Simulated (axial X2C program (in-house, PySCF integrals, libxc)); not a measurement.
# Outer orbitals of BeF at 1.364 Å, TPSS

All values were computed with an in-house all-electron X2C program for linear molecules (integrals from PySCF). Spin-free means the one-electron spin-free X2C Hamiltonian; two-component (2c) means X2C with spin–orbit coupling and atomic mean-field two-electron Coulomb and Gaunt terms, so the difference of the two also holds small scalar two-electron terms. Basis: F dyall-av3z [7s6p3d2f], Be dyall-cv3z [8s8p3d1f] (cores contracted in-house); Gaussian nuclei, density fitting, unrestricted open shells. Masses: F 18.998 u, Be 9.012 u.

The distance is close to the 2c PBE0 minimum; the highest filled and lowest empty levels are listed.

Spin-free orbitals, state M_S = 1/2, Λ = 0 (beyond evenly filled blocks: σα) (Löwdin shares):

```csv
symmetry,occupied,ε (eV),atomic character
σα,yes,-29.77,"73% F s, 11% Be p, 8% Be d"
σβ,yes,-29.76,"73% F s, 11% Be p, 8% Be d"
σα,yes,-11.37,"88% F p, 5% Be p, 4% Be s"
σβ,yes,-11.31,"88% F p, 5% Be p, 4% Be s"
π-α,yes,-10.13,"85% F p, 8% Be p, 4% Be d"
π+α,yes,-10.13,"85% F p, 8% Be p, 4% Be d"
π+β,yes,-10.12,"85% F p, 7% Be p, 5% Be d"
π-β,yes,-10.12,"85% F p, 7% Be p, 5% Be d"
σα,yes,-5.47,"55% Be s, 29% Be p, 9% F p"
σβ,no,-4.24,"57% Be s, 26% Be p, 9% F p"
π-α,no,-1.34,"81% Be p, 8% F p, 6% Be d"
π+α,no,-1.34,"81% Be p, 8% F p, 6% Be d"
π+β,no,-0.61,"80% Be p, 10% F p, 6% Be d"
π-β,no,-0.61,"80% Be p, 10% F p, 6% Be d"
```

Spinors with spin–orbit coupling (state Ω = 1/2):

| ω | occupied | ε (eV) | atomic character | λ mixture |
| --- | --- | --- | --- | --- |
| 1/2 | yes | -29.78 | 73% F s, 11% Be p, 8% Be d | 100% σ |
| -1/2 | yes | -29.76 | 73% F s, 11% Be p, 8% Be d | 100% σ |
| 1/2 | yes | -11.37 | 88% F p, 5% Be p, 4% Be s | 100% σ |
| -1/2 | yes | -11.31 | 88% F p, 5% Be p, 4% Be s | 100% σ |
| -1/2 | yes | -10.14 | 85% F p, 8% Be p, 4% Be d | 100% π |
| 1/2 | yes | -10.13 | 85% F p, 7% Be p, 5% Be d | 100% π |
| 3/2 | yes | -10.11 | 85% F p, 8% Be p, 4% Be d | 100% π |
| -3/2 | yes | -10.10 | 85% F p, 7% Be p, 5% Be d | 100% π |
| 1/2 | yes | -5.47 | 55% Be s, 29% Be p, 9% F p | 100% σ |
| -1/2 | no | -4.24 | 57% Be s, 26% Be p, 9% F p | 100% σ |
| -1/2 | no | -1.34 | 81% Be p, 8% F p, 6% Be d | 100% π |
| 3/2 | no | -1.33 | 81% Be p, 8% F p, 6% Be d | 100% π |
| 1/2 | no | -0.61 | 80% Be p, 10% F p, 6% Be d | 100% π |
| -3/2 | no | -0.61 | 80% Be p, 10% F p, 6% Be d | 100% π |

Mulliken charges and populations of the two-component result (they depend on the basis, above all on diffuse functions):

F -0.59 e (s 4.00 p 5.58 d 0.01), Be 0.59 e (s 2.78 p 0.57 d 0.05 f 0.01). ⟨Lz⟩ = 0.00 ħ and ⟨Sz⟩ = 0.50 ħ (0.00 and 0.50 on the two atoms), which add up to Ω.

The state is one determinant whose occupation by symmetry is held fixed; it was picked as the lowest of a PBE0 search that is not exhaustive. Density functionals use the spin component along the axis (collinear).
